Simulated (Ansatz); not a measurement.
Reaction (formal exchange of groups at the Si–C bond): `O[SiH2]C1=NC1` + `F[SiH3]` → `O[SiH2][SiH2]F` + `C1=NC1`

Program: Ansatz. Geometries: PBE0-D4/def2-TZVP. ΔE: electronic, gas phase. CBS: MP2 limit from def2 TZ/QZ plus the TZ coupled-cluster correction, frozen cores. This one scheme is used for every species. Each species was taken in one conformer, which may not be the lowest.

```
         species  CCSD(T)/CBS(def2) energy (Eh)
 `O[SiH2]C1=NC1`                     -498.03651
       `F[SiH3]`                     -390.72345
`O[SiH2][SiH2]F`                     -756.22527
        `C1=NC1`                     -132.51911
```

Problem. Work out ΔE.

Solution. ΔE = (-756.22527) + (-132.51911) − (-498.03651) − (-390.72345) = 0.01558 Eh = +0.42 eV.

Largest T1 diagnostic among the species: 0.012.
